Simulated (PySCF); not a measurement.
# Radial density of I⁺ (iodine, charge +1)

UHF, [Kr] 4d10 5s1 5p5, high-spin 3P determinant (an excited configuration). Computed with PySCF 2.14 in x2c-TZVPPall, with scalar relativity by spin-free X2C-1e.

| r (bohr) | 4πr²ρ (e/bohr) | 4πr²(ρα − ρβ) |
| --- | --- | --- |
| 0.0248 | 65.82 | 0.0134 |
| 0.0417 | 60.55 | 0.0273 |
| 0.0701 | 84.92 | 0.0581 |
| 0.118 | 74.98 | -0.0123 |
| 0.198 | 69.02 | 0.0892 |
| 0.334 | 54.12 | 0.0115 |
| 0.561 | 24.97 | 0.2751 |
| 0.944 | 20.09 | -0.0260 |
| 1.59 | 5.049 | 1.3276 |
| 2.67 | 2.121 | 0.5861 |
| 4.49 | 0.1981 | 0.0042 |
| 7.56 | 0.0003030 | 0.0000 |

Densities and radii are taken from the X2C orbitals without a picture-change correction, which distorts them close to the nucleus.

(1) Where is the radial spin density 4πr²(ρα − ρβ) most negative, and why is it negative at all?

Results:

(1) Around r = 0.944 bohr, down to -0.0260 e/bohr: exchange with the open shell polarises the paired shells in an unrestricted calculation.
